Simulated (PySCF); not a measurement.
# Correlation energy of Ca (calcium, neutral)

[Ar] 4s1 5s1, high-spin 3S determinant (an excited configuration). Calculation: PySCF 2.14, in x2c-TZVPPall with one added diffuse shell each of s, p, d type (7s6p4d, 45 functions); scalar relativity by spin-free X2C-1e. Frozen: [Ar]; 2 electrons correlated.

With two correlated electrons CCSD is exact within the correlated space (frozen core and kept virtual orbitals).

| level | correlation energy (mhartree) |
| --- | --- |
| CCSD | -4.74 |

Diagnostics: T1 = 0.016, D1 = 0.0316, largest double amplitude 0.076.

The outer electron is Rydberg-like, and this basis confines it to a smaller radius and binds it less than a complete one would.

Cost of the coupled-cluster step: of the order of 0.7 core-seconds, for 2 correlated electrons.
